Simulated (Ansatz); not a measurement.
```xyz
10

C     0.697   -0.238   -1.755
Se    1.789    0.298   -0.202
Hf   -0.201    0.609    1.403
O    -1.290   -0.947    1.296
F     0.506    0.917    3.142
F    -1.239    2.101    0.827
H     0.058   -1.082   -1.502
H     1.399   -0.536   -2.532
H     0.103    0.602   -2.108
H    -1.822   -1.725    1.431
```

Charge 0, multiplicity 1. Hf: def2 effective core potential.

List the PBE0/def2-TZVPP orbital energies in eV (the Gaussian-basis code of Ansatz). (An estimate is asked.)

Computed: Occupied: -12361.09, -1583.90, -1420.93, -1420.88, -1420.86, -673.55, -673.36, -523.15, -279.13, -214.30, -157.89, -157.73, -157.67, -68.95, -57.88, -57.83, -57.78, -57.64, -57.64, -38.00, -37.75, -37.25, -31.70, -31.18, -27.58, -20.99, -17.32, -14.91, -12.77, -12.59, -12.25, -12.21, -12.12, -12.04, -11.84, -11.58, -10.37, -10.15, -9.81, -7.83, -6.79. Lowest empty: -1.13, -0.39, -0.36, 0.17, 0.54, 0.80, 0.95, 1.47.
